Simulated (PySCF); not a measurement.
**Magnetic susceptibility: `CO[Si@](C)(N)C#N`, C₃H₈N₂OSi**

Geometry:
```tsv
atom	x (Å)	y (Å)	z (Å)
C1	1.494	-1.196	1.205
O2	1.136	0.024	0.622
Si3	-0.259	0.490	-0.084
C4	-0.722	-0.493	-1.637
N5	-0.173	2.168	-0.420
C6	-1.647	0.279	1.168
N7	-2.470	0.100	1.944
H8	0.783	-1.478	1.984
H9	2.484	-1.075	1.646
H10	1.528	-1.989	0.454
H11	0.096	-0.500	-2.352
H12	-1.589	-0.066	-2.129
H13	-0.958	-1.527	-1.399
H14	0.143	2.798	0.298
H15	0.151	2.474	-1.321
```

The calculation used GIAO HF/pcSseg-1 magnetisability, rotational g tensor and spin-rotation constants, non-relativistic, gas phase in PySCF 2.14.0. Geometry: GFN2-xTB.

Problem. What are the magnetisability and the molar susceptibility?

Solution. Isotropic -1257 × 10⁻³⁰ J/T², or -75.7 × 10⁻⁶ cm³/mol; principal values -1318, -1266, -1185 × 10⁻³⁰ J/T², anisotropy 117 × 10⁻³⁰ J/T² (root of half the summed squared differences of the principal values). The susceptibility is in cgs units.

Problem. Split it along the inertial axes a, b, c into diamagnetic and paramagnetic parts about the centre of mass, with the quadrupole moment.

Solution. 
```
axis  χ (10⁻⁶ cm³/mol)  diamagnetic (10⁻⁶ cm³/mol)  paramagnetic (10⁻⁶ cm³/mol)  summed x² of all electrons (Å²)  quadrupole Θ (D Å)
   a             -76.1                      -680.8                        604.7                            115.6              -12.11
   b             -78.6                      -743.8                        665.2                            100.8               +5.47
   c             -72.4                      -918.3                        845.9                             59.7               +6.64
```
Anisotropies 2χaa − χbb − χcc = -1.2 and 2χbb − χaa − χcc = -8.7 × 10⁻⁶ cm³/mol. Θ is traceless in Buckingham's convention.

Problem. And the rotational g tensor?

Solution. 
```tsv
axis	rotational constant (GHz)	g	nuclear part	electronic part
a	2.1515	-0.0072	0.6040	-0.6112
b	1.8669	-0.0132	0.5703	-0.5834
c	1.4594	-0.0150	0.5650	-0.5800
```
Asymmetric top; isotopes 12C, 1H, 14N, 16O, 28Si; no vibrational averaging.
